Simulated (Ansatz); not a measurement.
`C=CS[Si](O)(O)O` + `C=C(N)S` → `C=CNC(=C)S` + `O[Si](O)(O)S`  (substitution at a C–S bond)

Isolated molecules relaxed with PBE0-D4/def2-TZVP in Ansatz; ΔE leaves out vibrations. CCSD(T)/CBS adds triple-zeta CCSD(T) − MP2 to the extrapolated MP2 energy (def2 sets, frozen cores). DFT in def2-TZVPP. One conformer a species, not always the lowest.

Is it downhill or uphill in electronic energy at CCSD(T)/CBS, and by how much? (Best estimate.)

Computed: Downhill: ΔE = -0.06 eV.

What do these levels give: PBE-D4, r2SCAN, PBE0, HF/def2-TZVPP, MP2/def2-QZVPP, MP2/CBS(def2)? (Estimate.)

Ansatz gave: PBE-D4 -0.10, r2SCAN -0.11, PBE0 -0.15, HF/def2-TZVPP -0.17, MP2/def2-QZVPP -0.06, MP2/CBS(def2) -0.05 eV.

Largest T1 diagnostic among the species: 0.013.

In def2-TZVPP, CCSD(T) changes the Hartree–Fock value by +0.09 eV (the triples alone add +0.02 eV) and MP2 by +0.10 eV. The D4 term adds +0.06 eV with B3LYP and +0.03 eV with PBE0; it sums over pairs of atoms, weighted by their polarisabilities, and B3LYP, whose exchange is more repulsive, gets the larger term.

B3LYP here is the variant with VWN-RPA as its local correlation; programs differ in this.
